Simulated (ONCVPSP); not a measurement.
## Before and after: ONCV potential for oxygen

* Element: oxygen (O)
* Generator: ONCVPSP 4.0.1
* Type: optimised norm-conserving Vanderbilt (ONCV)
* Functional: PBEsol
* Relativity: non-relativistic
* Frozen core: [He]
* Valence charge: 6
* Reference configuration: 2s1 2p5
* Partial waves: 2s: rc 0.80 bohr, ncon 4, nbas 8, qcut 9.2 1/bohr, local; 2p: rc 1.70 bohr, ncon 5, nbas 8, qcut 9 1/bohr, 2 projectors, debl 1.7 Ha; d scattering state at 0.4 Ha: rc 1.80 bohr, ncon 5, nbas 8, qcut 6.2 1/bohr, 1 projector
* Local potential: the s channel
* Core correction: none

Change: s: qcut 13.2; p: qcut 12.9; d: qcut 8.9.

Cutoffs: the cutoffs (Ha) at which the residual kinetic energy of the hardest occupied pseudo-wave falls to 1 and 0.1 mHa per electron; they do not see the model core or the augmentation charge, which bear on the density cutoff. Errors are all-electron minus pseudo energies relative to the spin-unpolarised reference configuration.

Question: What does the change do?

Answer: The potential gets neither clearly harder nor softer (40 Ha and 130 Ha → 48 Ha and 61 Ha); of the 4 tests that both files solve, the error grows in 0 and shrinks in 2 by more than 15 % and 0.3 meV (median size 55.0 → 44.8 meV); neither file shows a bound ghost.

```csv
quantity,base,changed
"cutoff, loose",40 Ha,48 Ha
"cutoff, tight",130 Ha,61 Ha
loose cutoff by channel,"s 40 Ha, p 28 Ha","s 48 Ha, p 32 Ha"
bound ghosts,none,none
GHOST(+) flags under 300 eV,none,none
"error for 2s2 2p4, meV [ΔE -14.80 eV]",+8.1,+8.1
"error for 2s2 2p3, meV [ΔE 1.57 eV]",+102,+81
"error for 2s2 2p2, meV [ΔE 35.05 eV]",+430,+337
"error for 2s0 2p6, meV [ΔE 14.84 eV]",+8.3,+8.7
s: phases at 0.81 bohr within 0.05 rad from the reference energy up to (Ha; the scan ends near 5),to the end of the scan,to the end of the scan
p: phases at 1.73 bohr within 0.05 rad from the reference energy up to (Ha; the scan ends near 5),to the end of the scan,to the end of the scan
d: phases at 1.82 bohr within 0.05 rad from the reference energy up to (Ha; the scan ends near 5),4.8,to the end of the scan
```
